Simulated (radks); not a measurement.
Fractional charge and spin in the 5p shell of iridium: the spin-up occupation runs from 2 to 3 and the spin-down occupation from 2 to 3; the fullest corner is Ir2+, [Kr] 4d10 4f14 5s2 5d(up 3.5, down 3.5) 5p(up 3, down 3). All-electron calculation, scalar-relativistic Kohn-Sham, PBEsol, spin-polarised, spherical densities, point nucleus. Program: a radial shooting solver on a logarithmic mesh with Libxc functionals. Energy (eV) minus the two flat planes that join the four corners (they meet along the diagonal where the two added fractions sum to one electron); zero is where a piecewise linear energy would lie.

down \ up,2,2.25,2.5,2.75,3
2,0.000,-1.524,-2.022,-1.509,0.000
2.25,-1.524,-1.963,-1.392,0.174,-1.416
2.5,-2.022,-1.392,0.232,-1.301,-1.875
2.75,-1.509,0.174,-1.301,-1.818,-1.396
3,0.000,-1.416,-1.875,-1.396,0.000

Corners above the fullest one (they belong to Ir3+ and the next ion): (up 3, down 2) 79.769 eV, (up 2, down 3) 79.769 eV, (up 2, down 2) 176.07 eV. With half an added electron in each spin the energy lies 0.232 eV from the planes, and with half an added electron in spin up alone -2.022 eV. The planes are only a guide here: the flat-plane condition holds for ground states with one frontier orbital, while this shell lies below other occupied shells, so the corners above the fullest one are inner-hole states and not the ground states of those ions.
